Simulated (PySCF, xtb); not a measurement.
HgCl, SMILES [Hg][Cl] (connectivity only; charge and spin as stated), neutral, multiplicity 2.

Harmonic wavenumbers (cm⁻¹) from GFN2-xTB run with xtb at its own minimum, in rising order: 156.

**Question.** What does PBE0-D3(BJ)/def2-TZVPD (PySCF) give at its own minimum? (The exact figures need the calculation; the answer reports its results.)

**Answer.** 267. Paired by order, the mean absolute difference is 110 cm⁻¹ and the zero-point energies are 0.2 and 0.4 kcal/mol.
